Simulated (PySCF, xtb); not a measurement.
(E)-2-fluorobut-2-ene (C4H7F), SMILES C(=C/C)(/C)F.

Harmonic wavenumbers (cm⁻¹) from GFN2-xTB (xtb) at its own minimum, in rising order: 63, 91, 254, 265, 401, 438, 504, 819, 834, 973, 1026, 1028, 1053, 1135, 1166, 1309, 1394, 1407, 1452, 1469, 1475, 1487, 1766, 3001, 3006, 3016, 3021, 3058, 3078, 3082.

### Question
What does PBE-D3(BJ)/def2-SVP (PySCF) give at its own minimum? (Estimate from the structure and the level; the computed values follow.)

### Answer
139, 173, 256, 263, 418, 457, 515, 791, 818, 933, 992, 1006, 1012, 1106, 1191, 1283, 1350, 1367, 1391, 1401, 1401, 1415, 1735, 2956, 2971, 3019, 3041, 3066, 3099, 3102. Paired by order, the mean absolute difference is 34 cm⁻¹ and the zero-point energies are 61.6 and 61.0 kcal/mol.
